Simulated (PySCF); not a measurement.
Species: C₄H₁₀GeO.
Cartesian coordinates in Å at the PBE0-D3(BJ)/def2-SVP level; atoms count from 1:
```
atom  x, y, z in Å
C1     2.2339   -1.2622    0.0965
C2     1.2304   -0.5715   -0.4493
C3     0.2266    0.2391    0.3046
Ge4    0.6318    2.1752    0.1549
O5    -1.0819    0.1066   -0.1941
C6    -1.6496   -1.1523    0.0328
H7     2.9688   -1.7830   -0.5222
H8     2.3634   -1.3211    1.1825
H9     1.1241   -0.5328   -1.5415
H10    0.2677   -0.0232    1.3828
H11    0.6326    2.5727   -1.3312
H12   -0.4435    2.9758    0.9104
H13    2.0188    2.4537    0.7656
H14   -1.7208   -1.3781    1.1151
H15   -1.0706   -1.9639   -0.4461
H16   -2.6631   -1.1409   -0.3915
```

Computed at PBE0/pcSseg-1 (PySCF, non-relativistic), with Q(73Ge) = −0.196 b, Q(17O) = −0.0256 b: Ge4, 73Ge (I = 9/2): χzz = -12.41 MHz, η = 0.232; O5, 17O (I = 5/2): χzz = -12.33 MHz, η = 0.957.

Task: Find the zero-field quadrupole resonance frequencies of 73Ge at Ge4.

Result: From the eigenvalues of H = χ/[4I(2I − 1)] × [3Iz² − I(I + 1) + η(Ix² − Iy²)], steps between neighbouring levels, labelled as for η = 0: ±1/2↔±3/2 0.722 MHz, ±3/2↔±5/2 0.984 MHz, ±5/2↔±7/2 1.535 MHz, ±7/2↔±9/2 2.059 MHz (germanium bonded to C and 3 H).

Task: Where would the pure quadrupole (NQR) lines of 17O at O5 fall for the rigid, isolated species?

Result: From the eigenvalues of H = χ/[4I(2I − 1)] × [3Iz² − I(I + 1) + η(Ix² − Iy²)], steps between neighbouring levels, labelled as for η = 0: ±1/2↔±3/2 3.171 MHz, ±3/2↔±5/2 3.285 MHz (ether oxygen).

In a crystal, neighbours and librations shift these lines. The calculation is non-relativistic, for germanium too. These gradients aren't converged with respect to the basis.

One conformer stands for the species.
